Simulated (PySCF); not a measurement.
These 3 structures share the formula C9H11B. Computed with PBE0-D3(BJ)/def2-SVP geometry optimisation, gas phase (PySCF 2.14.0). Energies are electronic, without zero-point or thermal terms, for one conformer each. No frequencies were run at this level. Point groups hold within 0.08 Å.

Task: Order them by energy at this level, lowest first, and give relative energies in kcal/mol.
A. `[CH2:1]=[CH:2][CH2:3][B:4]1[CH:5]=[CH:6][CH:7]=[CH:8][CH:9]=[CH:10]1` with C1–C2–C3–B4 106°, C2–C3–B4–C5 -16°
B. `[CH2:1]=[C:2]([CH3:3])[C:4]1=[CH:5][BH:6][CH:7]=[CH:8][CH:9]=[CH:10]1` with C1–C2–C4–C5 -146°
C. `[CH2:1]=[CH:2][CH2:3][C:4]1=[CH:5][CH:6]=[CH:7][BH:8][CH:9]=[CH:10]1` with C1–C2–C3–C4 -121°, C2–C3–C4–C5 -115°

Result: A (0.0), B (4.1), C (7.8).

```csv
SMILES,E (Eh),E rel (kcal/mol),dipole (D),point group,"A, B, C (MHz)"
C=CCB1C=CC=CC=C1,-373.67516,0.0,2.14,C1,"2877, 761.8, 617.1"
C=C(C)C1=CBC=CC=C1,-373.66864,4.1,2.16,C1,"2710, 914.6, 709.4"
C=CCC1=CC=CBC=C1,-373.66271,7.8,2.56,C1,"2877, 803.6, 661.9"
```

Task: How do the relative energies change in single points at PBE0/pcSseg-1 (no added dispersion term) on the same geometries?

Result: 
```csv
SMILES,PBE0-D3(BJ)/def2-SVP (kcal/mol),PBE0/pcSseg-1 (kcal/mol),shift
C=CCB1C=CC=CC=C1,0.0,0.0,0.0
C=C(C)C1=CBC=CC=C1,4.1,5.0,+0.9
C=CCC1=CC=CBC=C1,7.8,8.0,+0.2
```

Each column counts from its own lowest isomer. The order is unchanged; the largest shift is 0.9 kcal/mol.
